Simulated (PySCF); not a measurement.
Two species compared at the same levels of theory.

First species: C5H5F4P.
Z-matrix (Å and degrees, GFN2-xTB geometry), rows numbered from 1:
```
F 
C   1  1.3315
C   2  1.3308  1  125.14
C   3  1.4866  2  128.10  1     0.24
F   4  1.3483  3  110.92  2   121.07
F   4  1.3356  3  114.64  2     0.33
F   4  1.3449  3  111.57  2  -121.13
P   3  1.8406  2  113.24  1  -179.52
C   8  1.8736  3   88.44  2    11.21
C   2  1.4941  1  117.34  3   178.49
H   8  1.4086  3   93.42  2   -85.02
H   9  1.0936  8  106.93  3    98.36
H   9  1.0892  8  110.62  3  -144.83
H  10  1.0910  2  110.59  1    41.42
H  10  1.0947  2  108.38  1   -76.31
```

Second species: C6H5F5O2.
SMILES: `CO[C@@]1(C(=O)F)C[C@]1(F)C(F)(F)F`

Levels: PBE0/pcSseg-1 for HOMO energy, LUMO energy and HOMO–LUMO gap. Geometries: GFN2-xTB. All species are isolated and taken at one optimised geometry, non-relativistic unless stated; the electronic structure was computed with PySCF and density fitting.

Dipoles, sizes and rotational constants follow the conformer. The torsions of the flexible species, by atom-mapped SMILES:
- `[CH3:1][O:2][C@@:3]1([C:4](=[O:5])[F:6])[CH2:7][C@:8]1([F:9])[C:10]([F:11])([F:12])[F:13]`: C1–O2–C3–C4 70°, O2–C3–C4–O5 -13°, C7–C8–C10–F11 128°

The conformers of `FC1=C(C(F)(F)F)PCC1` aren't listed.

Values for the first species:

* HOMO energy: -7.41 eV
* LUMO energy: -0.73 eV
* HOMO–LUMO gap: 6.68 eV

Question: Estimate the same properties for the second species, and the change in each.

Answer: 
| property | first | second | second less first |
| --- | --- | --- | --- |
| HOMO energy | -7.41 eV | -8.35 eV | -0.94 eV |
| LUMO energy | -0.73 eV | -1.16 eV | -0.43 eV |
| HOMO–LUMO gap | 6.68 eV | 7.19 eV | +0.51 eV |

